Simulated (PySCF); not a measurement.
# Two-dimensional NMR puzzle

Compound of formula C5H8FPSi. Correlations simulated from computed shifts and the bond graph:

HSQC (one-bond C–H):
```tsv
δH	δC
5.69	104.9
2.56	22.9
```

COSY cross peaks (H two or three bonds apart, from the bond graph; peaks can be absent where the dihedral angle is near 90°):
```tsv
δH	δH
5.69	4.97
```

HMBC (two and three bonds, from the bond graph):
```tsv
δH	δC
5.69	176.6, 173.9, 138.6
4.97	176.6, 173.9, 138.6, 104.9, 22.9
4.35	176.6, 173.9, 138.6
2.56	173.9, 138.6
```

Carbons without hydrogens: δ 176.6, 173.9, 138.6.

[PySCF 2.14: GFN2-xTB geometry; GIAO PBE0/pcSseg-1 shieldings; one averaged value for each set of equivalent atoms; no relativistic terms; one computed conformer; no solvent]

References, each an isolated molecule treated in the same way: TMS for $^{1}$H (31.72 ppm), $^{13}$C (186.93 ppm).

Exchangeable hydrogens are left out of these lists.

**Question.** Work out the connectivity.

**Answer.** SMILES Cc1[pH]cc(F)c1[SiH3].

Numbering as in the mapped SMILES `[CH3:1][c:2]1[pH:3][cH:4][c:5]([F:6])[c:7]1[SiH3:8]`. Each H is labelled by its parent atom.

1. δC 176.6 is C5, a unsaturated ring carbon.
2. δC 173.9 is C2, a unsaturated ring carbon.
3. δC 138.6 is C7, a unsaturated ring carbon.
4. δC 104.9 is C4, a unsaturated ring CH (δH 5.69).
5. δC 22.9 is C1, a methyl carbon on an unsaturated ring (δH 2.56).
6. HMBC from δH 5.69 reaches the proton-free carbons C5, C2, C7.
7. HMBC from δH 4.97 reaches the proton-free carbons C5, C2, C7.
8. HMBC from δH 4.35 reaches the proton-free carbons C5, C2, C7.
9. HMBC from δH 2.56 reaches the proton-free carbons C2, C7.
10. COSY links 5.69–4.97.

The data come from this structure; uniqueness wasn't tested.

Shifts are as computed. Against solution values, carbons near 30 ppm lie about +3 ppm off and those near 130 ppm about +5 ppm. Of 1211 compounds with measured shifts, 218 miss one by over three times the rms of a fit or turn the order of signals round; such compounds aren't used in these exercises.
